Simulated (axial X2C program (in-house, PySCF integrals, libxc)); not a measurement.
Working with the constants of LiI

A bond curve at the CCSD(T) level, with spin–orbit coupling, was computed with an in-house all-electron X2C program for linear molecules (integrals from PySCF) (basis I dyall-cv3z [11s12p8d4f1g], Li dyall-cv3z [7s8p2d] (cores contracted in-house)) for the state Ω = 0 (closed shell). Its fit gives Re = 2.4242 Å, ωe = 484.6 cm⁻¹, ωexe = 2.9 cm⁻¹ and αe = 3.987e-03 cm⁻¹; the masses are 126.9045 and 7.0160 u. Two-component means X2C with spin–orbit coupling and atomic mean-field Coulomb and Gaunt terms.

Correlated methods: 8 electrons correlated (number of frozen shells: I 4 s, 3 p, 2 d; Li 1 s), 220 virtual spin orbitals or spinors in MP2, 86 natural virtuals in coupled cluster.

(1) Find the reduced mass, Be and the force constant.

(2) Where do the fundamental and the first overtone lie?

(3) A Morse curve ties αe to the other constants (Pekeris). How well does that hold?

(4) Estimate the centrifugal constant by the Kratzer relation.

(5) Give B0, the J = 1←0 line in GHz and the most populated J at 300 K (kT = 208.5 cm⁻¹).

The state is a single determinant with fixed occupations, the lowest that a limited PBE0 search found. CCSD and (T) use frozen natural virtuals with an MP2 correction for the truncation; (T) itself is uncorrected, so its De runs slightly low.

Results:

(1) From the CCSD(T) values: μ = 6.6484 u. Be = 16.8576/(μ Re²) = 0.4315 cm⁻¹. k = 5.8918×10⁻⁷ μ ωe² = 0.92 mdyn/Å.

(2) ν(1←0) = ωe − 2ωexe = 478.8 cm⁻¹; ν(2←0) = 2ωe − 6ωexe = 951.8 cm⁻¹.

(3) αe(Morse) = 6Be²/ωe × (√(ωexe/Be) − 1) = 3.671e-03 cm⁻¹; the CCSD(T) curve gives 3.987e-03 cm⁻¹, a ratio of 0.92.

(4) D = 4Be³/ωe² = 1.37e-06 cm⁻¹.

(5) B0 = Be − αe/2 = 0.4295 cm⁻¹; 2B0 = 25.75 GHz; J(max) ≈ √(kT/2B0) − 1/2 = 15.1, so J = 15.
